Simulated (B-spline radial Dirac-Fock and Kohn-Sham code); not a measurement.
**Dipole and non-dipole photoemission parameters of Ga 3s**

System: the Ga atom in the configuration [Ar] 3d10 4s2 4p1; threshold 159.5 eV (tabulated edge). Level of theory: Dirac-Hartree-Slater photoionisation with a Latter tail; cross sections with all multipoles, angular parameters from the dipole term and its interference with E2; a radial atomic solver.

For linearly polarised light dσ/dΩ = σ/(4π) [1 + β P₂(cos θ) + (δ + γ cos²θ) sin θ cos φ], with θ from the polarisation vector and φ the angle between the beam and the projection of the electron momentum on the plane normal to the polarisation.

| hν (eV) | σ (kb) | β | γ |
| --- | --- | --- | --- |
| 200 | 235 | 1.995 | 0.237 |
| 201 | 235 | 1.995 | 0.240 |
| 239 | 211 | 1.997 | 0.313 |
| 245 | 207 | 1.997 | 0.318 |
| 277 | 186 | 1.997 | 0.324 |
| 278 | 185 | 1.997 | 0.323 |
| 299 | 173 | 1.997 | 0.318 |
| 400 | ? | ? | ? |
| 555 | 79.5 | 1.998 | 0.144 |
| 714 | 54.4 | 1.999 | 0.057 |
| 1340 | 18.7 | 1.999 | -0.069 |
| 1486.9 | 15.5 | 1.999 | -0.068 |
| 2000 | 8.84 | 1.999 | -0.023 |
| 2060 | 8.35 | 1.999 | -0.015 |
| 2770 | 4.64 | 1.999 | 0.104 |
| 2984.4 | 3.98 | 1.999 | 0.144 |
| 4080 | 2.07 | 1.999 | 0.359 |
| 5070 | 1.29 | 1.999 | 0.549 |
| 5680 | 1.00 | 1.999 | 0.662 |
| 6850 | 0.655 | 1.999 | 0.870 |
| 8080 | 0.446 | 1.999 | 1.073 |
| 9930 | 0.273 | 1.998 | 1.352 |
| 12000 | 0.172 | 1.998 | 1.633 |
| 15000 | 0.0983 | 1.998 | 1.998 |

**Question.** Give the values at 400 eV.

**Answer.** σ = 124 kb, β = 1.998, γ = 0.255. For an s subshell δ is negligible.

Values without a named source are computed, but for edge energies of neutral atoms, which are taken from tables.
